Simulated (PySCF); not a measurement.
Several compounds and their computed core spectra got separated.

Method: PySCF, delta-SCF UKS SCAN, pcX-2 on the ionised atom, pcseg-1 elsewhere, spin-free X2C. Geometries: PBE0-D3(BJ)/def2-SVP; isolated species, one conformer each.

Line lists (1s up to Mg, 2p3/2 beyond, nothing for Ge or Se; areas count atoms within a level, one atom standing for each set equivalent by bonding):
1. C 1s: 290.56 (area 1), 290.69 (area 1), 291.77 (area 1) eV; N 1s: 404.86 eV
2. C 1s: 291.26 (area 1), 291.41 (area 1), 293.08 (area 1), 294.78 (area 1) eV; O 1s: 536.68 (area 1), 536.68 (area 1), 539.90 (area 1) eV; F 1s: 693.20 eV
3. C 1s: 290.29 (area 1), 290.38 (area 1), 290.42 (area 1), 290.63 (area 1), 291.80 (area 1), 291.97 (area 1) eV; O 1s: 538.05 eV

Structures:
A. `[H]/N=[CH]\[GeH2][C]#C`
B. `CCCCOCC`
C. `CC[Se](=O)(=O)[C@@H](F)OC`

Question: Which list belongs to which compound?

Answer: 
- 1 = A: no other candidate has this set of levels. C 1s: 290.56 alkyne carbon, 290.69 terminal alkyne carbon, 291.77 C=N carbon; N 1s: 404.86 C=N nitrogen.
- 2 = C: no other candidate has this set of levels. C 1s: 291.26 methyl carbon, 291.41 sp3 carbon bound to selenium, 293.08 methoxy carbon, 294.78 sp3 C–F carbon; O 1s: 536.68 oxygen bonded to Se, 536.68 oxygen bonded to Se, 539.90 ether oxygen; F 1s: 693.20 alkyl fluorine.
- 3 = B: no other candidate has this set of levels. C 1s: 290.29 chain CH2 carbon, 290.38 chain CH2 carbon, 290.42 methyl carbon, 290.63 methyl carbon, 291.80 sp3 carbon bound to oxygen, 291.97 sp3 carbon bound to oxygen; O 1s: 538.05 ether oxygen.

3 of these hole states are spin-contaminated (⟨S²⟩ up to 0.87, against 0.75; counted from 0.85) and less certain.
